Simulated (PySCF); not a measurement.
One of the candidates below gave these computed data.

| technique | computed result |
| --- | --- |
| 13C NMR | chemical shifts (computed TMS as zero) by class: 153.3 (1 C), 153.1 (1 C) ppm [GIAO PBE0/pcSseg-1] |
| UV, first state | lowest singlet excitation: 3.95 eV (314 nm, f = 0.001) [TDDFT PBE0/def2-SVPD] |
| 1H NMR | chemical shifts (computed TMS as zero) by class: 8.87 (1 H), 4.81 (3 H) ppm [GIAO PBE0/pcSseg-1] |
| Rotational structure | rotational constants A, B, C: 5.550, 1.779, 1.368 GHz [GFN2-xTB] |
| NMR, other nuclei | isotropic shieldings of nuclei other than C and H, by class: -212 (1 N), -204 (1 N), 433 (1 Si), -74 (1 S) ppm [GIAO PBE0/pcSseg-1] |
| UV, strongest line | among the 8 lowest singlet transitions: S3 at 5.87 eV (211 nm, f = 0.137) [TDDFT PBE0/def2-SVPD] |

Gas-phase values; electronic properties from PySCF, density fitting. Levels stand in brackets. Geometry: GFN2-xTB; no solvent, vibrations or thermal averaging. Each NMR value is the plain mean over a class of atoms that symmetry, rotation or inversion makes alike.

Task: Which candidate is it?
A. `[SiH3]c1cnns1`
B. `NC[SiH2]CC[SiH3]`
C. `[SiH3]c1nncs1`
D. `CCCN([SiH3])[SiH3]`

Result: A. It is `[SiH3]c1cnns1`. Numbering: `[SiH3:1][c:2]1[cH:3][n:4][n:5][s:6]1`. Its formula, C2H4N2SSi, gives 3 degrees of unsaturation: 1 ring and 2 π bonds in the structure found (Kekulé form). 2 carbons fall into 2 classes; from least to most shielded: aromatic CH next to a ring nitrogen [C3] (153.3 ppm), substituted aromatic carbon [C2] (153.1 ppm). Hydrogen classes from least to most shielded: 1 H on an aromatic CH next to a ring nitrogen, C3 (8.87 ppm), 3 H on an SiH3 silicon, Si1 (4.81 ppm). The other shieldings belong to: -212 ppm, pyridine-type nitrogen [N5]; -204 ppm, pyridine-type nitrogen [N4]; 433 ppm, SiH3 silicon [Si1]; -74 ppm, ring sulfur [S6]. S1 is mainly HOMO→LUMO (weight 0.99); the largest Löwdin shares of the orbital it empties are 0.41 on a pyridine-type nitrogen, 0.33 on a pyridine-type nitrogen, 0.14 on the ring sulfur and 0.08 on the aromatic CH next to a ring nitrogen, of the orbital it fills 0.24 on the ring sulfur, 0.23 on a pyridine-type nitrogen, 0.21 on the substituted aromatic carbon and 0.13 on a pyridine-type nitrogen. The optimised geometry has point group Cs and is an asymmetric top.

The others, at the same levels:
- `[SiH3]c1nncs1` fails: its computed 13C shifts are 163.3 (1 C), 157.6 (1 C) ppm and rotational constant A is 5.274 GHz (against 5.550 GHz).
- `NC[SiH2]CC[SiH3]` fails: it has 13 hydrogens where the 1H data count 4; its computed 13C shifts are 28.2 (1 C), 5.7 (1 C), 5.1 (1 C) ppm, 1H shifts are 3.98 (2 H), 3.88 (3 H), 2.71 (2 H), 0.77 (2 H), 0.66 (2 H), 0.08 (2 H) ppm and lowest singlet excitation is 5.52 eV (225 nm, f = 0.007) (against 3.95 eV).
- `CCCN([SiH3])[SiH3]` fails: it has 13 hydrogens where the 1H data count 4; its computed 13C shifts are 59.8 (1 C), 28.8 (1 C), 12.9 (1 C) ppm, 1H shifts are 4.75 (6 H), 2.98 (2 H), 1.56 (2 H), 0.94 (3 H) ppm and rotational constant A is 2.756 GHz (against 5.550 GHz).

Each candidate is one conformer, not necessarily the lowest. Dipoles, sizes and rotational constants follow the conformer. The torsions of the flexible species, by atom-mapped SMILES:
- `[NH2:1][CH2:2][SiH2:3][CH2:4][CH2:5][SiH3:6]`: N1–C2–Si3–C4 56°, C2–Si3–C4–C5 59°, Si3–C4–C5–Si6 180°, H–N1–C2–Si3 59°, H–N1–C2–Si3 -59°
- `[CH3:1][CH2:2][CH2:3][N:4]([SiH3:5])[SiH3:6]`: C1–C2–C3–N4 180°, C2–C3–N4–Si5 82°
